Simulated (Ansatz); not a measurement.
CH9BN2Si (`BN[SiH2]NC`) at its PBE0-D4/def2-TZVP geometry, where that method's forces vanish. The species carries charge 0 and has multiplicity 1.

```xyz
14

B    -2.2021    1.0881    0.0308
N    -0.9891    1.0286   -0.6614
Si    0.6138    0.9371    0.0351
N     1.4257   -0.5426   -0.1988
C     0.9967   -1.8140    0.3404
H    -2.1874    1.0964    1.2292
H    -3.2353    1.1272   -0.5762
H    -1.0458    1.0124   -1.6711
H     0.3873    1.1847    1.4781
H     1.4778    1.9594   -0.6095
H     2.1334   -0.6074   -0.9110
H     0.3362   -1.6450    1.1947
H     0.4425   -2.4244   -0.3827
H     1.8463   -2.4007    0.7025
```

Task: What forces (eV/Å) does B3LYP-D4/def2-TZVPP give on these atoms in Ansatz 0.2.0? (Estimate.)

Result: Ansatz gave: 
```
B1  -0.188  0.010  0.078
N2  -0.033 -0.009 -0.043
Si3  0.131  0.206  0.095
N4   0.091  0.143 -0.112
C5  -0.083 -0.276  0.130
H6  -0.020 -0.001 -0.135
H7   0.102 -0.004  0.073
H8  -0.001  0.001 -0.005
H9   0.030 -0.015 -0.101
H10 -0.057 -0.058  0.046
H11  0.017  0.000 -0.002
H12  0.032 -0.023 -0.041
H13  0.024  0.013  0.037
H14 -0.044  0.013 -0.019
```

B3LYP here is the variant with VWN-RPA as its local correlation; programs differ in this.
